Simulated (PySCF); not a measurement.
Species: [IrCl6]3- (charge -3 and singlet state).
Bonds: Ir1–Cl2, Ir1–Cl3, Ir1–Cl4, Ir1–Cl5, Ir1–Cl6, Ir1–Cl7.
The ion is multiply charged and has no counter-ions or solvent; whether it holds all its electrons wasn't checked.

Computed by this run: PBE0-D3(BJ)/def2-SVP geometry optimisation, gas phase, def2 core potentials past Kr (PySCF); density fitting, grid level 1; the optimiser is geomeTRIC in internal coordinates, started from a GFN2-xTB structure with every atom displaced at random (about 0.03 Å).

At the end of the run (lengths in Å): Ir1–Cl7 2.432, Ir1–Cl2 2.432, Ir1–Cl6 2.432, Ir1–Cl4 2.432, Ir1–Cl3 2.432, Ir1–Cl5 2.432, Cl2–Ir1–Cl3 179.9°, Cl2–Ir1–Cl4 90.1°.

**Question.** These geometries were met on the way; a selection of coordinates is given. Order them by energy above the end point, lowest first.
A. Ir1–Cl7 2.434, Ir1–Cl2 2.435, Ir1–Cl6 2.431, Ir1–Cl4 2.432, Ir1–Cl3 2.434, Ir1–Cl5 2.430, Cl2–Ir1–Cl3 179.8°, Cl2–Ir1–Cl4 89.9°
B. Ir1–Cl7 2.298, Ir1–Cl2 2.352, Ir1–Cl6 2.459, Ir1–Cl4 2.408, Ir1–Cl3 2.410, Ir1–Cl5 2.440, Cl2–Ir1–Cl3 174.1°, Cl2–Ir1–Cl4 92.4°
C. Ir1–Cl7 2.399, Ir1–Cl2 2.418, Ir1–Cl6 2.467, Ir1–Cl4 2.430, Ir1–Cl3 2.444, Ir1–Cl5 2.444, Cl2–Ir1–Cl3 178.1°, Cl2–Ir1–Cl4 90.1°

**Answer.** A (0.001 eV), C (0.018 eV), B (0.175 eV).

```
step  E above end (eV)  rms distance from the end, all atoms (Å)  largest force (eV/Å)  rms shift of all bonds from the end (Å)
   3             0.001                                     0.006                 0.083                                    0.002
   1             0.018                                     0.031                 0.660                                    0.022
   0             0.175                                     0.065                 2.205                                    0.066
```

Rows stand in the order of the answer.
